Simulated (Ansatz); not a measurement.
Reactions of `O[SiH]([SiH3])S`.

Computed with Ansatz on PBE0-D4/def2-TZVP structures; ΔE is electronic, products minus reactants. CCSD(T)/CBS is the MP2 limit (def2-TZVPP, def2-QZVPP) plus CCSD(T) − MP2 in def2-TZVPP, frozen cores. This one scheme is used for every species. DFT in def2-TZVPP. Open shells (•) are unrestricted, without spin–orbit coupling. def2 core potentials past Kr. For As, Te outer-core shells are correlated without core-valence functions, which leaves a few kJ/mol of doubt a bond. Scalar relativity is left out up to krypton. One conformer a species, not always the lowest.

```csv
reaction,HF/CBS(def2) (eV),MP2/CBS(def2) (eV),PBE0-D4 (eV),CCSD(T)/CBS(def2) (eV)
`O[SiH]([SiH3])S` + H₂Te → `O[SiH]([SiH3])[TeH]` + H₂S,0.04,-0.12,-0.06,-0.07
`O[SiH]([SiH3])S` + `[AsH3]` → `[SiH3][SiH](S)[AsH2]` + H₂O,0.83,0.46,0.44,0.51
`O[SiH]([SiH3])S` + H₂ → `O[SiH2][SiH3]` + H₂S,0.26,0.64,0.55,0.54
`O[SiH]([SiH3])S` → `O[SiH3]` + `[SiH]S`,1.55,1.89,1.94,1.78
`O[SiH]([SiH3])S` + H₂O → `O[SiH](O)[SiH3]` + H₂S,-0.60,-0.34,-0.32,-0.38
`O[SiH]([SiH3])S` + H₂O → `O[SiH](O)S` + SiH₄,-1.48,-1.23,-1.05,-1.18
`O[SiH]([SiH3])S` + H–F → `F[SiH]([SiH3])S` + H₂O,-0.52,-0.42,-0.43,-0.44
`O[SiH]([SiH3])S` + H₂ → `[SiH3][SiH2]S` + H₂O,0.67,0.80,0.69,0.73
`O[SiH]([SiH3])S` → `[SH]`• + `O[SiH][SiH3]`•,2.84,4.25,3.92,4.05
`O[SiH]([SiH3])S` + NH₃ → `N[SiH]([SiH3])S` + H₂O,0.50,0.40,0.40,0.41
```

Largest T1 diagnostic: 0.016, for `[SiH]S`.
